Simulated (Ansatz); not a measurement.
Ansatz (a program for electronic structure) input (RI-MP2/cc-pVTZ):
A basis named .json is the Basis Set Exchange file of that set.

Ansatz 0.2 input:
```yaml
crystal:
  periodic: [false, false, false]
  atoms:
    - {symbol: C, position_ang: [0.92400172, 1.57709652, -0.71102105]}
    - {symbol: Ge, position_ang: [0.01107038, 0.02168395, -0.02860443]}
    - {symbol: C, position_ang: [-1.91372603, 0.09047013, -0.34195042]}
    - {symbol: C, position_ang: [0.87282760, -1.64489066, -0.56542706]}
    - {symbol: F, position_ang: [0.18622233, 0.07276009, 1.73471089]}
    - {symbol: H, position_ang: [0.42040319, 2.52580330, -0.85458715]}
    - {symbol: H, position_ang: [1.98433448, 1.57230672, -0.93451525]}
    - {symbol: H, position_ang: [-2.32159452, 1.01949802, 0.05535582]}
    - {symbol: H, position_ang: [-2.12811521, 0.04028276, -1.41008289]}
    - {symbol: H, position_ang: [-2.40108163, -0.74750062, 0.15542191]}
    - {symbol: H, position_ang: [1.92601641, -1.62468330, -0.28669158]}
    - {symbol: H, position_ang: [0.39422565, -2.48731647, -0.06704360]}
    - {symbol: H, position_ang: [0.79693856, -1.78317344, -1.64452261]}
basis:
  gaussian:
    orbitals: cc-pVTZ
    fitting: {mean_field: def2-universal-jkfit, correlation: cc-pVTZ-RIFIT.json}
magnetization: {spin_polarized: true, initial_magnetization: 1}
correlation: {method: mp2, electrons: outside_noble_gas}
```

End of the output:

```
integrals: 0.46 GiB planned
712 factors; integrals over basis functions are off by at most 9.6e-1 eV
730 factors; integrals over basis functions are off by at most 1.3e2 eV
1.11 GiB of device memory are held for the factors and their scratch space
mean field: 1.49 GiB planned
mean field evaluation 1: about -62397.3249 eV, gradient 3.0e1 eV
mean field evaluation 2: about -62400.5769 eV, gradient 1.6e1 eV
mean field evaluation 4: about -62401.4001 eV, gradient 1.1e0 eV
mean field evaluation 8: about -62401.4122 eV, gradient 1.7e-6 eV
mean field -62401.41222603 eV, -2293.2096021103 hartree, gradient 1.7e-6 eV, S^2 0.761675; 0 other end points of the search recorded, 0 dependent functions left out
18 core orbitals not correlated
reference -62401.41222603 eV, -2293.2096021103 hartree; 16, 15 occupied and 241, 242 virtual orbitals, 730 factors
second order -23.65624484 eV of doubles, -0.00000000 eV of singles
Total energy: -62425.06847087 eV, -2294.0789530734 hartree
```

It need not be the lowest isomer of its formula.
